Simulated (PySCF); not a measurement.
## Mn: ionisation energy

Mn [Ar] 3d5 4s2 [3d3/2^4 3d5/2^1, M_J = 5/2] → Mn⁺ [Ar] 3d5 4s1 [3d3/2^4 3d5/2^1 4s1/2^1, M_J = 3], as a difference of total energies. Calculation: PySCF 2.14, in x2c-SVPall-2c; the two-component X2C-1e Hamiltonian. Correlated levels: [Ne] frozen; the 6 highest virtual spinors dropped. "Screened" scales the spin-orbit matrix elements by Boettger's factors to mimic the two-electron term; Breit and QED terms are absent.

```
                    method  ionisation energy (eV)
 GHF (screened spin-orbit)                   6.031
GMP2 (screened spin-orbit)                   6.860
```

Problem. How much does correlation contribute at GMP2 (screened spin-orbit)?

Solution. 6.860 − (6.031) = 0.829 eV, measured against GHF (screened spin-orbit).

Errors of the correlated levels include the incompleteness of this basis and the frozen core.

The labels give the starting determinants; with spin-orbit coupling the two ends relaxed to ⟨J²⟩ = 8.77, ⟨L²⟩ = 0.00, ⟨S²⟩ = 8.77 and ⟨J²⟩ = 12.00, ⟨L²⟩ = 0.00, ⟨S²⟩ = 12.00.

MP2 underrates the near-degeneracy of ns² with np² in the lower species.

For comparison: 7.434 eV (measured; NIST Atomic Spectra Database, ionization energies).
